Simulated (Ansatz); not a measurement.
`B[Si](O)(F)F` + CH₃OH → `BOC` + `O[SiH](F)F`  (cleavage of the B–Si bond)

Calculated with Ansatz (gas phase, PBE0-D4/def2-TZVP geometries, no zero-point term in ΔE). CBS: MP2 limit from def2 TZ/QZ plus the TZ coupled-cluster correction, frozen cores. This one scheme is used for every species. DFT in def2-TZVPP. B3LYP here is the variant with VWN-RPA as its local correlation; programs differ in this. HSE06 is defined as in plane-wave codes. One conformer a species, not always the lowest.

`B[Si](O)(F)F`:

Z-matrix (Å, degrees):
```
Si
O 1 1.623
F 1 1.593 2 111.1
B 1 2.002 2 109.4 3 120.3
F 1 1.593 2 108.6 3 -114.3
H 2 0.959 1 120.0 3 77.7
H 4 1.193 1 122.2 2 130.7
H 4 1.193 1 119.5 2 -50.0
```

CH₃OH:

```xyz
6

C    -0.260   -0.222   -0.099
O     1.017    0.374   -0.123
H    -0.272   -0.984   -0.880
H    -1.061    0.496   -0.312
H    -0.474   -0.713    0.858
H     1.050    1.050    0.556
```

`BOC`:

Z-matrix (Å, degrees):
```
C
O 1 1.413
H 1 1.092 2 108.8
H 1 1.092 2 108.9 3 118.3
H 1 1.094 2 111.3 3 -120.8
B 2 1.339 1 122.3 3 121.0
H 6 1.196 2 116.9 1 180.0
H 6 1.204 2 120.2 1 0.0
```

`O[SiH](F)F`:

Z-matrix (Å, degrees):
```
Si
F 1 1.584
F 1 1.584 2 105.5
O 1 1.614 2 111.2 3 -120.7
H 1 1.463 2 110.2 3 118.9
H 4 0.958 1 120.9 2 58.5
```

```json
{"level": "BLYP-D4", "ΔE (kJ/mol)": "-182.7"}
{"level": "HSE06-D4", "ΔE (kJ/mol)": "-174.6"}
{"level": "revPBE", "ΔE (kJ/mol)": "-171.2"}
{"level": "B3LYP", "ΔE (kJ/mol)": "-184.6"}
```

**Question.** What does CCSD(T)/CBS give? (Estimate.)

**Answer.** Ansatz gave: -180.0 kJ/mol. The listed levels differ from it by -2.7, 5.4, 8.8, -4.6 kJ/mol.

Largest T1 diagnostic among the species: 0.014.

At CCSD(T), def2-SVP lies −20.5 kJ/mol from the extrapolated value and def2-TZVPP −2.4 kJ/mol. Leaving LDA and LC-ωPBE aside and taking each functional with its dispersion term where it has one, the values, not all of them listed here, spread over 16.3 kJ/mol, from B2PLYP to revPBE-D4. LDA lies −14.3 kJ/mol from PBE without D4.
